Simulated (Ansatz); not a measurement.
silicon atom (Si), triplet; BLYP/6-31G** (Ansatz, a quantum-chemistry and plane-wave program).

Ansatz was given this input:
Ansatz 0.2 input:
```yaml
crystal:
  periodic: [false, false, false]
  atoms:
    - {symbol: Si, position_ang: [0.00000000, 0.00000000, 0.00000000]}
basis:
  gaussian:
    orbitals: 6-31G__.json
hamiltonian:
  xc: blyp
magnetization: {spin_polarized: true, initial_magnetization: 2}
accuracy: high
```
The basis file holds 6-31G** in the JSON format of the Basis Set Exchange.

It wrote (shortened):

```
Functional definition: BLYP
142 factors; integrals over basis functions are off by at most 4.1e-9 eV
mean field evaluation 1: about -7873.6703 eV, gradient 2.8e0 eV
mean field evaluation 2: about -7873.7472 eV, gradient 1.6e0 eV
mean field evaluation 4: about -7873.7696 eV, gradient 1.3e-1 eV
mean field evaluation 8: about -7873.7690 eV, gradient 6.3e-4 eV
mean field evaluation 16: about -7873.7699 eV, gradient 4.7e-2 eV
mean field evaluation 32: about -7873.6899 eV, gradient 2.8e0 eV
mean field -7873.76903342 eV, -289.3556749458 hartree, gradient 2.1e-8 eV, S^2 2.001555; 6 other end points of the search recorded, 0 dependent functions left out
reference -7873.76906203 eV, -289.3556759973 hartree; 8, 6 occupied and 11, 13 virtual orbitals, 142 factors
Total energy: -7873.76906203 eV, -289.3556759973 hartree
```
